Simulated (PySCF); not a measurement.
Ga(Me)(OH)2(MeCN), C3H8GaNO2, singlet at its GFN2-xTB optimised geometry (Å):

```
15

Ga    -1.0148    -1.5016     0.0000
C     -2.2029    -1.8930    -1.5773
H     -2.1366    -2.9344    -1.8906
H     -1.9317    -1.2612    -2.4232
H     -3.2349    -1.6855    -1.3045
O      0.7544    -1.5016     0.0000
H      1.3069    -1.5221    -0.7754
O     -1.6107    -1.7335     1.6433
H     -1.0159    -2.0609     2.3150
C     -1.1486     2.5339     1.8171
C     -1.2313     1.5221     0.8149
N     -1.3069     0.7203     0.0000
H     -0.1224     2.5968     2.1783
H     -1.8060     2.2653     2.6438
H     -1.4520     3.4959     1.4052
```

Calculation: PBE0/def2-TZVP in PySCF. Cells within 0.4 Å of a nucleus heavier than hydrogen are left out (blank, or x).

Map of the deformation density (molecule minus spherical neutral atoms) (e/bohr³) on the plane z = 0.0 Å:

```
|222222222222222222222222222|
|222222222222222222222222222|
|222222222222222222222222222|
|222222221112222222222222222|
|222222211111222222222222222|
|222222111111122222222222222|
|222222111111122222222222222|
|222222112221122222222222222|
|222222224542222222222222222|
|222222236963222222222222222|
|22222111xx32112222222222222|
|22222111xxx1112222222222222|
|222221237942112222222222222|
|222221224532112222222222222|
|222221122221122222222222222|
|222211111111123332222222222|
|222211111111135653222222222|
|222211111xx0157xx3212222222|
|222111121xx2157xx3212222222|
|2221112210x1257xx3212222222|
|222211211121234543222222222|
|222221111111123332222222222|
|222222111111122222222222222|
|222222211111122222222222222|
|222222222222222222222222222|
|222222222222222222222222222|
|222222222222222222222222222|
```
Scale: ten equal steps from -0.020 (start of '0') to 0.065 (end of '9'), in the order '0123456789'; x runs from -4.00 to 4.00, y from -4.00 (bottom) to 4.00 (top).
